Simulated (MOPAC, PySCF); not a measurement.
C10H9BS, SMILES `Bc1c(C=C)ccc2ccsc12`, neutral singlet in the gas phase. 

Cartesian coordinates (Å):
SMILES: s1ccc2ccc(c(c21)B)C=C
```xyz
21

B     -0.8229     2.1553     0.2828
C     -0.3023     0.7165     0.1085
C     -1.0785    -0.4490     0.3632
C     -2.5335    -0.3871     0.5369
C     -3.3617     0.4799    -0.0666
C     -0.4653    -1.7254     0.3984
C      0.8832    -1.8926     0.1305
C      1.6802    -0.7745    -0.1853
C      3.0817    -0.7174    -0.5080
C      3.5098     0.5542    -0.7447
S      2.2481     1.7478    -0.5809
C      1.0684     0.5062    -0.1945
H     -1.7253     2.4133     1.0344
H     -0.2642     3.0631    -0.2856
H     -2.9680    -1.1578     1.1851
H     -4.4371     0.4672     0.1281
H     -3.0025     1.2080    -0.7998
H     -1.0838    -2.5992     0.6175
H      1.3312    -2.8894     0.1503
H      3.7269    -1.5955    -0.5579
H      4.5155     0.8765    -1.0123
```
Charge 0, multiplicity 1.

All levels are single points at this geometry (B3LYP-D3(BJ)/def2-SVP); Pople sets use spherical d functions. Orbital energies aren't observables, and empty levels follow the basis.

PM6 in MOPAC gives HOMO (eV) = -8.61.

### Question
Estimate the HOMO (eV) from each of these levels: TPSSh-D3(BJ)/def2-TZVP in PySCF; B3LYP/6-311+G** in PySCF; B3LYP/LANL2DZ in PySCF; M06-2X/6-31G* in PySCF; PBE/6-31G* in PySCF.

### Answer

```tsv
level	HOMO (eV)
TPSSh-D3(BJ)/def2-TZVP in PySCF	-5.83
B3LYP/6-311+G** in PySCF	-6.20
B3LYP/LANL2DZ in PySCF	-6.16
M06-2X/6-31G* in PySCF	-7.15
PBE/6-31G* in PySCF	-5.26
```
